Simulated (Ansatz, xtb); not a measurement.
# Relative energy of two isomers of C6H5FS2

Structure I: `Fc1ccc(S)cc1S`, a singlet. Structure II: `Fc1cc2c(s1)CSC2`, a singlet. Both are isolated molecules in the gas phase, relaxed with PBE0-D3(BJ)/def2-SVP; the shapes shown needn't be the lowest conformers.

I (Å):

```yaml
atoms:
  - { symbol: C, position_ang: [0.7900, 0.7658, -0.9976] }
  - { symbol: C, position_ang: [2.0955, 0.5338, -1.3967] }
  - { symbol: C, position_ang: [2.5396, -0.7687, -1.6047] }
  - { symbol: C, position_ang: [1.6628, -1.8418, -1.4089] }
  - { symbol: C, position_ang: [0.3469, -1.5921, -1.0058] }
  - { symbol: C, position_ang: [-0.1075, -0.2875, -0.7948] }
  - { symbol: F, position_ang: [0.3776, 2.0232, -0.8018] }
  - { symbol: S, position_ang: [2.1336, -3.5281, -1.6475] }
  - { symbol: S, position_ang: [-1.7720, -0.0226, -0.2876] }
  - { symbol: H, position_ang: [2.7590, 1.3884, -1.5422] }
  - { symbol: H, position_ang: [3.5705, -0.9423, -1.9194] }
  - { symbol: H, position_ang: [3.4096, -3.2815, -2.0065] }
  - { symbol: H, position_ang: [-0.3433, -2.4253, -0.8510] }
  - { symbol: H, position_ang: [-1.6829, 1.3217, -0.2356] }
```

II (Å):

```xyz
14

C     1.6476    1.3884   -2.2087
C     0.6480    1.0366   -1.3524
C     0.7623   -0.3443   -1.0018
C     1.8200   -0.9741   -1.5916
C     2.0519   -2.4167   -1.3086
C    -0.0755   -1.1986   -0.1073
F     1.8578    2.5761   -2.7403
S     2.7316    0.0896   -2.6057
S     0.6917   -2.8658   -0.1571
H    -0.1145    1.7319   -1.0035
H     1.9928   -3.0435   -2.2135
H     3.0243   -2.6049   -0.8244
H    -1.1197   -1.2622   -0.4546
H    -0.0848   -0.8267    0.9303
```

Quicker runs give these differences E(II) − E(I): GFN2-xTB +3.0 kcal/mol; HF/STO-3G −19.4 kcal/mol (at GFN2-xTB geometries); r2SCAN-D4/def2-SVP +14.2 kcal/mol (at GFN2-xTB geometries).

**Question.** Which of the two would you expect CCSD(T)/def2-SVP + ΔMP2/def2-TZVPP electronic energies to favour?

**Answer.** Structure I; the calculation gives E(II) − E(I) = +9.0 kcal/mol.

How the difference moves with the method:

| level | geometry | E(II) − E(I) (kcal/mol) | departure from the last row (kcal/mol) | job, with rough time for the two |
| --- | --- | --- | --- | --- |
| GFN2-xTB | GFN2-xTB | +3.0 | −6.0 | optimisation, 0.21 s |
| HF/STO-3G | GFN2-xTB | −19.4 | −28.4 | single point, 0.58 s |
| r2SCAN-D4/def2-SVP | GFN2-xTB | +14.2 | +5.2 | single point, 6.6 s |
| PBE0-D3(BJ)/def2-SVP | PBE0-D3(BJ)/def2-SVP | +11.2 | +2.2 | optimisation, 31 s |
| HF/def2-SVP | PBE0-D3(BJ)/def2-SVP | +19.0 | +10.0 | part of the CCSD(T) run |
| MP2/def2-SVP | PBE0-D3(BJ)/def2-SVP | +12.1 | +3.1 | part of the CCSD(T) run |
| CCSD(T)/def2-SVP | PBE0-D3(BJ)/def2-SVP | +12.9 | +3.9 | single point |
| CCSD(T)/def2-SVP + ΔMP2/def2-TZVPP | PBE0-D3(BJ)/def2-SVP | +9.0 |  | single point, 2.3 min |

As drawn, II has 2 C∷S, 2 C–C, 2 C–H in place of 3 C∷C, 2 S–H (∷ is an aromatic bond). Structure I has a 6-membered ring (with an aromatic ring), II 2 5-membered rings (with an aromatic ring).

HF/STO-3G puts the two in the other order. The largest departure from CCSD(T)/def2-SVP + ΔMP2/def2-TZVPP is that of HF/STO-3G, 28.4 kcal/mol. The last row adds to CCSD(T) the change of the MP2 difference between the two basis sets, here −3.9 kcal/mol, a large step that makes the value less sure.

With thermal terms from frequencies at re-optimised GFN2-xTB minima (ideal gas, soft modes damped towards free rotors, one conformer each, 298.15 K, 1 atm): on the last row, ΔE + ΔZPE = +12.8, ΔH = +12.2, ΔG = +13.3 kcal/mol.

The correlated steps freeze 17 core orbitals. Programs: Ansatz 0.2.0, xtb 6.7.1; the last row on 4 threads of Arm Neoverse V1 on a shared host.
